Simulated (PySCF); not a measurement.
Precursor series Zn NH2-SH. All species are isolated molecules in the gas phase. One relaxed conformer stands for each flexible species; it need not be the lowest.

The charge on the central atom (Mulliken) from two functionals at the same geometries (TPSS-D3(BJ)/def2-SVP), both in PySCF: PBE-D3(BJ)/def2-TZVP and B3LYP-D3(BJ)/def2-TZVP. B3LYP has the VWN-RPA correlation part, as in Gaussian. 

| species | PBE-D3(BJ)/def2-TZVP (e) | B3LYP-D3(BJ)/def2-TZVP (e) |
|---|---|---|
| 0 of 2 NH2 replaced by SH | 0.35 | 0.46 |
| 1 of 2 NH2 replaced by SH | 0.33 | 0.41 |
| 2 of 2 NH2 replaced by SH ([Zn(SH)2]) | 0.32 | 0.37 |

Over these rows, drawn at random from the members with no instability flagged (it was tested for open shells, ions and some series alone), PBE minus B3LYP-D3(BJ): mean -0.08 e, from -0.11 e to -0.06 e.
